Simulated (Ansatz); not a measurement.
Computed with Ansatz on PBE0-D4/def2-TZVP structures; ΔE is electronic, products minus reactants. CBS: MP2 limit from def2 TZ/QZ plus the TZ coupled-cluster correction, frozen cores. This one scheme is used for every species. DFT in def2-TZVPP. For Br outer-core shells are correlated without core-valence functions, which leaves a few kJ/mol of doubt a bond. Scalar relativity is left out up to krypton. Each species was taken in one conformer, which may not be the lowest.

Consider the formal exchange of groups at the Si–Cl bond: `Cl[SiH2]CBr` + fluoromethane → `FC[SiH2]CBr` + HCl.

Is it downhill or uphill in electronic energy at CCSD(T)/CBS, and by how much? (Best estimate.)

Computed: Uphill: ΔE = +114.0 kJ/mol.

What do these levels give: PBE0-D4, B2PLYP, PBE0, SCS-MP2/def2-TZVPP, CCSD(T)/def2-TZVPP, MP2/def2-QZVPP? (Estimate.)

The calculation gave: PBE0-D4 112.0, B2PLYP 115.8, PBE0 113.3, SCS-MP2/def2-TZVPP 117.7, CCSD(T)/def2-TZVPP 110.6, MP2/def2-QZVPP 120.2 kJ/mol.

Largest T1 diagnostic among the species: 0.010.

In def2-TZVPP, CCSD(T) changes the Hartree–Fock value by −17.2 kJ/mol (the triples alone add −1.5 kJ/mol) and MP2 by −9.8 kJ/mol. From PBE to PBE0 (25 % exact exchange), in def2-TZVPP and without D4, ΔE moves by +5.1 kJ/mol.
